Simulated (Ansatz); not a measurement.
Wavefunction ladder for C9H21B, SMILES `CC(C)B(C(C)C)C(C)C`

Cartesian coordinates in Å:
```
C 2.2849 1.0547 -0.4467
C 1.5494 -0.0563 0.3067
C 2.1132 -1.4257 -0.0807
B 0.0004 0.0029 -0.0008
C -0.5189 -0.1783 -1.4824
C -1.4196 -1.4126 -1.5768
C -1.2776 1.0702 -1.9385
C -1.0299 0.2403 1.1739
C -0.9290 -0.8847 2.2067
C -0.7721 1.5960 1.8364
H 1.9356 2.0487 -0.1535
H 2.1479 0.9610 -1.5279
H 3.3608 1.0126 -0.2483
H 1.7351 0.0888 1.3782
H 3.1890 -1.4733 0.1172
H 1.9675 -1.6296 -1.1455
H 1.6400 -2.2368 0.4798
H 0.3227 -0.3269 -2.1702
H -0.8888 -2.3288 -1.3032
H -1.7953 -1.5425 -2.5969
H -2.2878 -1.3231 -0.9175
H -1.6535 0.9457 -2.9592
H -2.1392 1.2699 -1.2948
H -0.6432 1.9610 -1.9285
H -2.0572 0.2480 0.7891
H -1.6317 -0.7209 3.0301
H -1.1557 -1.8618 1.7710
H 0.0743 -0.9395 2.6392
H 0.2383 1.6504 2.2519
H -1.4739 1.7661 2.6594
H -0.8856 2.4245 1.1316
```

The species carries charge 0 and has multiplicity 1. All single points use the PBE0-D4/def2-TZVP geometry. It is one conformer, not always the lowest. Frozen core, restricted reference, Ansatz 0.2.0. CBS rows extrapolate triple and quadruple zeta; past MP2 they add the triple-zeta difference.

```
     basis     HF (Eh)  MP2 corr.
  def2-SVP  -377.46042   -1.39619
def2-TZVPP  -377.86454   -1.69906
def2-QZVPP  -377.88226   -1.80247
```

(1) Estimate the CCSD correlation energy and the (T) correction in each basis where they were run (hartree).

Answers

(1) 
| basis | CCSD corr. | (T) |
| --- | --- | --- |
| def2-SVP | -1.52788 | -0.04761 |
| def2-TZVPP | -1.80733 | -0.07290 |
| CBS(def2) | -1.98734 | as TZ |
